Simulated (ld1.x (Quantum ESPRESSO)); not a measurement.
I, TM semilocal: configuration errors across variants

ld1.x (Quantum ESPRESSO) 7.5 input, shortened:

```
&input
   title='I', zed=53., rel=1, dft='PW91', iswitch=3,
   config='[Kr] 4d10 5s2 5p4'
 /
 &inputp
   pseudotype=1, tm=.true., lloc=1,
   nlcc=.false.
 /
3
5S  1  0   2.00   0.00  1.25  1.25  0.0
4D  3  2  10.00   0.00  1.25  1.25  0.0
5P  2  1   4.00   0.00  1.85  1.85  0.0
 &test
   configts(1)='4d10 5s2 5p4'
 /
```

All-electron excitation energies from the reference (eV): (1) 4d10 5s2 5p5 -11.185; (2) 4d10 5s2 5p3 19.915; (3) 4d10 5s2 5p2 49.332; (4) 4d10 5s2 5p4.5 -6.628; (5) 4d10 5s2 5p5.3 -12.982; (6) 4d9 5s2 5p6 34.682; (7) 4d10 5s1 5p5 11.005.

In the semilocal form every listed channel keeps its own potential, so the choice of the local channel does not act on these tests. It acts once the file is put into the separable form.

A semilocal file is local in each channel, so a ghost entry of none says nothing of the separable form that plane-wave codes build from it.

4 further variants failed, have other tests or another functional or relativity, and are left out.

Errors AE − PS in meV (a dash: test not solved or not reliable):

```csv
change,(1),(2),(3),(4),(5),(6),(7),bound ghosts
base,+7.5,+3.3,+33,+3.2,+10,+87,+11,none
core correction a·sin(br)/r model core inside 0.58 bohr,+6.2,+0.1,+14,+2.8,+8.2,-134,-17,none
wave 4d (bound): rc 1.25 bohr becomes 4d (bound): rc 1.08 bohr,+7.4,+3.3,+33,+3.2,+10,+82,+10,none
wave 5p (bound): rc 1.85 bohr becomes 5p (bound): rc 1.72 bohr,+7.9,+4.0,+36,+3.3,+11,+111,+13,none
"all radii scaled by about 1.23 (s 1.54, p 2.28, d 1.54 bohr)",+6.2,-0.7,+8.4,+2.8,+8.3,-313,-0.3,none
local potential the d channel,+7.5,+3.3,+34,+3.2,+10,+87,+11,none
```

Problem. Give the same row for: wave 5s (bound): rc 1.25 bohr becomes 5s (bound): rc 1.40 bohr.

Solution. +6.0, -0.3, +12, +2.7, +7.9, -296, -7.5; bound ghosts: none.
